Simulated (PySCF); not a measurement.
# Electron correlation in Al⁺ (aluminium, charge +1)

[Ne] 3s2, closed-shell 1S. All numbers are calculated (PySCF 2.14, the non-relativistic Hamiltonian (point nucleus), in pcseg-2 (5s4p2d1f, 34 functions)). Frozen: [Ne]; 2 electrons correlated.

Total MP2 correlation energy: -27.07 mhartree.

Same-spin part 0.00 and opposite-spin part -27.07 mhartree; SCS-MP2 scales them by 1/3 and 6/5 to -32.48 mhartree.

With two correlated electrons CCSD is exact within the correlated space (frozen core and kept virtual orbitals).

```tsv
level	correlation energy (mhartree)
CCSD	-38.90
```

Diagnostics: T1 = 0.0084, D1 = 0.0119, largest double amplitude 0.111.

Cost of the coupled-cluster step: 0.07 s of wall time on 1 thread of Neoverse-V2 (shared host), for 2 correlated electrons.
